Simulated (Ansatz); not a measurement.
Consider the ligand exchange at the Si–S bond: `F[SiH](S)S` + H–F → `F[SiH](F)S` + H₂S.

Gas-phase electronic energies from Ansatz, PBE0-D4/def2-TZVP geometries. CCSD(T)/CBS adds triple-zeta CCSD(T) − MP2 to the extrapolated MP2 energy (def2 sets, frozen cores). This one scheme is used for every species. DFT in def2-TZVPP. B3LYP here is the variant with VWN-RPA as its local correlation; programs differ in this. HSE06 is defined as in plane-wave codes. One conformer a species, not always the lowest.

```
             level  ΔE (kJ/mol)  difference from CCSD(T)/CBS
       LDA (SPW92)        -77.8                          6.9
         r2SCAN-D4        -87.6                         -2.9
          B3LYP-D4        -89.1                         -4.4
          HSE06-D4        -75.6                          9.1
          BHLYP-D4        -94.3                         -9.6
           ωB97M-V        -89.2                         -4.5
            B2PLYP        -94.3                         -9.6
          PBE-QIDH        -82.6                          2.1
               PBE        -78.3                          6.4
            revPBE        -78.7                          6.0
         CAM-B3LYP       -102.0                        -17.3
RPA@PBE/def2-TZVPP        -93.2                         -8.5
     CCSD/def2-SVP        -93.5                         -8.8
     HF/def2-QZVPP       -114.7                        -30.0
     MP2/CBS(def2)        -79.0                          5.7
    CCSD/CBS(def2)        -89.0                         -4.3
       CCSD(T)/CBS        -84.7                            0
```

Largest T1 diagnostic among the species: 0.012.

The D4 term adds +8.4 kJ/mol with B3LYP and +4.5 kJ/mol with PBE0; it sums over pairs of atoms, weighted by their polarisabilities, and B3LYP, whose exchange is more repulsive, gets the larger term. In def2-TZVPP, CCSD(T) changes the Hartree–Fock value by +22.5 kJ/mol (the triples alone add +4.3 kJ/mol) and MP2 by +28.3 kJ/mol.
